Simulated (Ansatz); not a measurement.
`[F][Sc]([F])[F]` and `C[O][Sc]([F])[F]` differ in one atom or group.

Ansatz, PBE0-D4/def2-TZVP geometries, multiplicity 1. Each molecule was computed in one conformer, which needn't be the lowest.

Scalar relativity is left out up to krypton.

```
                                      property  `[F][Sc]([F])[F]`
size of the dipole moment (PBE/def2-TZVPP) / D               0.00
           HOMO energy (B3LYP/def2-TZVPP) / eV             -10.95
            HOMO energy (PBE0/def2-TZVPP) / eV             -11.22
            LUMO energy (PBE0/def2-TZVPP) / eV              -2.62
       HOMO–LUMO gap (ωB97M-V/def2-TZVPP) / eV              12.72
             LUMO energy (PBE/def2-TZVPP) / eV              -3.52
```

(1) Give the same properties after the change, and the shifts. (Best estimate.)

Answers

(1) Ansatz gave: 
```csv
property,`C[O][Sc]([F])[F]`,shift
size of the dipole moment (PBE/def2-TZVPP) / D,2.52,2.52
HOMO energy (B3LYP/def2-TZVPP) / eV,-8.12,2.83
HOMO energy (PBE0/def2-TZVPP) / eV,-8.33,2.89
LUMO energy (PBE0/def2-TZVPP) / eV,-2.10,0.52
HOMO–LUMO gap (ωB97M-V/def2-TZVPP) / eV,10.15,-2.57
LUMO energy (PBE/def2-TZVPP) / eV,-2.98,0.54
```

With PBE0 the HOMO rises by 2.89 eV and the LUMO rises by 0.52 eV, so the gap narrows by about 2.37 eV. PBE moves the HOMO by 2.44 eV and ωB97M-V by 3.01 eV. The zero-point energy changes by 103.5 kJ/mol with +12 modes.

B3LYP here is the variant with VWN-RPA as its local correlation; programs differ in this.
